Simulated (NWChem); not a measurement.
Molecule: C$_{4}$H$_{6}$O; SMILES C=CCC=O

```xyz
11

C     -0.2775     2.2750     0.1569
C      0.0124     1.1441    -0.4883
C      0.6953    -0.0505     0.1312
C     -0.2828    -1.2057     0.3086
O     -0.1575    -2.2974    -0.1965
H     -0.0055     2.4268     1.1996
H     -0.7889     3.0971    -0.3362
H     -0.2768     1.0330    -1.5332
H      1.0793     0.2180     1.1258
H      1.5289    -0.4077    -0.4837
H     -1.1609    -0.9647     0.9494
```
Atoms are numbered in this order, from 1.

All runs: NWChem. Medium grid unless said otherwise, to which SCAN and Minnesota functionals are sensitive. Coordinates come from a B3LYP/6-31G* (spherical d) optimisation.

Problem. Order these by “orbital gap (eV)”, lowest first: B3LYP/def2-SVP; Hartree-Fock/def2-SVP; PBE/def2-SVP; M06-2X/def2-SVP.

Solution. PBE/def2-SVP (3.63), B3LYP/def2-SVP (5.84), M06-2X/def2-SVP (8.84), Hartree-Fock/def2-SVP (13.65)
